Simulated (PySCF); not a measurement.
C3H8B (charge -1).
SMILES: `[BH3-]/C=C/C`

Level: PBE0/pcSseg-1 in PySCF, non-relativistic, on one gas-phase PBE0-D3(BJ)/def2-SVP geometry that isn't relaxed in the solvent. The solvent is an IEF-PCM continuum (cavity from Bondi-type radii × 1.2). Specific hydrogen bonds and non-electrostatic terms are outside this model.

```tsv
run	E − E(gas) (kcal/mol)	HOMO (eV)	HOMO–LUMO gap (eV)
gas	0.00	-1.32	6.77
P	-52.33	-5.47	7.27
Q	-46.05	-5.00	7.24
```

Question: The runs were made in chloroform and dichloromethane. Which run belongs to which solvent?

Answer: P = dichloromethane, Q = chloroform. The dielectric constants are 4.711 (chloroform), 8.93 (dichloromethane), and the energy falls further as ε rises. In this model the ground state sees the solvent through ε alone.

Question: How constant is the ratio of the lowering to 1 − 1/ε?

Answer: 
```csv
solvent,1 − 1/ε,E − E(gas) (kcal/mol),ratio (kcal/mol),polarisation term (kcal/mol)
chloroform,0.788,-46.05,-58.5,-47.38
dichloromethane,0.888,-52.33,-58.9,-54.18
```

The ratio changes by +0.8 % in size from chloroform to dichloromethane. The polarisation term is half the interaction of the solute with the induced surface charges.
